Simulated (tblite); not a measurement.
Input of a run (GFN2-xTB geometry optimisation, gas phase (tblite 0.8.0)), started from a force field or distance geometry:
```
{"job": {"kind": "relax", "xc": "GFN2-xTB", "basis": "xTB"}, "charge": 0, "multiplicity": 1}
C     -2.859500     0.457600     0.532800
N     -1.883000     0.660100    -0.500100
C     -0.543700     0.292800    -0.071500
C     -0.423400    -1.147400     0.326800
C      1.093400    -1.291700     0.342600
N      1.576500    -0.408300    -0.701700
Si     2.808000     0.705300    -0.000200
C      0.475200     0.372700    -1.182700
H     -2.698100    -0.562800     0.948000
H     -2.783200     1.220600     1.322000
H     -3.885000     0.517100     0.071500
H     -2.152600     0.335000    -1.427400
H     -0.186700     0.899200     0.786100
H     -0.890000    -1.861600    -0.362300
H     -0.833500    -1.234600     1.381300
H      1.374800    -2.331100     0.145900
H      1.423900    -0.931200     1.343800
H      2.803900     0.546700     1.469700
H      4.119000     0.276400    -0.512200
H      2.569300     2.102400    -0.387700
H      0.765700     1.432900    -1.375700
H      0.118600    -0.030700    -2.149600
```

Output (eV, eV/Å):
```
step      E/eV     max force
  0    -691.47786    2.810
  1    -691.75918    1.198
  2    -691.87380    0.809
  3    -691.96366    0.688
  4    -692.01893    0.465
  5    -692.05292    0.468
  6    -692.09353    0.417
  7    -692.13603    0.564
  8    -692.17215    0.421
  9    -692.20001    0.360
 10    -692.22741    0.370
 11    -692.25881    0.459
 12    -692.28934    0.444
 13    -692.30838    0.227
 14    -692.31837    0.201
 15    -692.32758    0.202
 16    -692.33689    0.256
 17    -692.34413    0.184
 18    -692.34885    0.192
 19    -692.35257    0.198
 20    -692.35708    0.176
 21    -692.36283    0.185
 22    -692.36872    0.190
 23    -692.37407    0.215
 24    -692.37978    0.232
 25    -692.38652    0.221
 26    -692.39359    0.184
 27    -692.39990    0.146
 28    -692.40544    0.147
 29    -692.41051    0.149
 30    -692.41483    0.146
 31    -692.41784    0.105
 32    -692.41967    0.077
 33    -692.42098    0.074
 34    -692.42221    0.069
 35    -692.42338    0.070
 36    -692.42434    0.060
 37    -692.42511    0.060
 38    -692.42582    0.062
 39    -692.42654    0.067
 40    -692.42721    0.070
 41    -692.42780    0.054
 42    -692.42837    0.053
 43    -692.42902    0.053
 44    -692.42985    0.064
 45    -692.43080    0.066
 46    -692.43169    0.068
 47    -692.43249    0.063
 48    -692.43329    0.065
 49    -692.43416    0.061
 50    -692.43499    0.062
 51    -692.43565    0.050
 52    -692.43619    0.049
 53    -692.43672    0.049
 54    -692.43726    0.048
 55    -692.43781    0.053
 56    -692.43838    0.057
 57    -692.43899    0.061
 58    -692.43964    0.052
 59    -692.44030    0.052
 60    -692.44095    0.054
 61    -692.44169    0.060
 62    -692.44253    0.061
 63    -692.44334    0.062
 64    -692.44397    0.046
 65    -692.44446    0.041
 66    -692.44494    0.044
 67    -692.44548    0.050
 68    -692.44607    0.055
 69    -692.44664    0.050
 70    -692.44720    0.059
 71    -692.44777    0.066
 72    -692.44834    0.068
 73    -692.44888    0.041
 74    -692.44915    0.040
 75    -692.44936    0.040
 76    -692.44956    0.036
 77    -692.44974    0.031
 78    -692.44987    0.019
 79    -692.44996    0.019
 80    -692.45003    0.015
 81    -692.45011    0.019
 82    -692.45021    0.021
 83    -692.45033    0.027
 84    -692.45045    0.026
 85    -692.45055    0.022
 86    -692.45063    0.018
 87    -692.45072    0.022
 88    -692.45081    0.024
 89    -692.45089    0.016
 90    -692.45096    0.015
 91    -692.45102    0.018
 92    -692.45107    0.020
 93    -692.45112    0.018
 94    -692.45119    0.018
 95    -692.45128    0.023
 96    -692.45137    0.027
 97    -692.45148    0.029
 98    -692.45160    0.028
 99    -692.45172    0.027
100    -692.45182    0.020
101    -692.45188    0.016
102    -692.45193    0.016
103    -692.45198    0.014
104    -692.45203    0.016
105    -692.45208    0.013
106    -692.45213    0.012
107    -692.45217    0.013
108    -692.45222    0.018
109    -692.45228    0.017
110    -692.45236    0.016
111    -692.45243    0.020
112    -692.45251    0.018
113    -692.45260    0.024
114    -692.45269    0.020
115    -692.45277    0.016
116    -692.45285    0.016
117    -692.45291    0.018
118    -692.45300    0.020
119    -692.45308    0.017
120    -692.45316    0.015
121    -692.45322    0.017
122    -692.45328    0.015
123    -692.45333    0.016
124    -692.45337    0.015
125    -692.45342    0.015
126    -692.45345    0.014
127    -692.45348    0.010
```

Task: Summarise the run.

Result: The energy falls by 94.1 kJ/mol over 127 L-BFGS steps, the largest force on an atom goes from 2.81 to 0.010 eV/Å, and the atoms move by 0.492 Å rms after alignment. The bond that changes most is N6–Si7 (silicon-bound nitrogen to SiH3 silicon), which shortens by 0.093 Å. Bonds longer at the end by more than 0.005 Å: 5 of 22; shorter: 14. Among the angles that change most is Si7–N6–C8, from 108.6° to 128.1°. Among the dihedrals that turn most is H17–C5–N6–C8, from -106° to -153°. The energy never rose by more than 1e-5 eV on the way. The first step brought 29 % of the lowering.

Task: What are the final bond lengths?

Result: C1–N2 1.448 Å, N2–C3 1.443 Å, C3–C4 1.551 Å, C4–C5 1.539 Å, C5–N6 1.444 Å, N6–Si7 1.709 Å, N6–C8 1.437 Å, C3–C8 1.537 Å, C1–H9 1.100 Å, C1–H10 1.090 Å, C1–H11 1.089 Å, N2–H12 1.016 Å, C3–H13 1.095 Å, C4–H14 1.092 Å, C4–H15 1.089 Å, C5–H16 1.100 Å, C5–H17 1.091 Å, Si7–H18 1.472 Å, Si7–H19 1.471 Å, Si7–H20 1.460 Å, C8–H21 1.087 Å, C8–H22 1.101 Å. Numbering counts from 1 in the input's order; the species is `CN[C@H]1CCN([SiH3])C1`.

GFN2-xTB frequencies show an imaginary mode (78i cm⁻¹), so the point is no minimum at that level. 3 starts were optimised and ended at 0.00, 0.24 and 0.24 kcal/mol (GFN2-xTB); the lowest of these is shown.

The numbers are calculated, not measured.
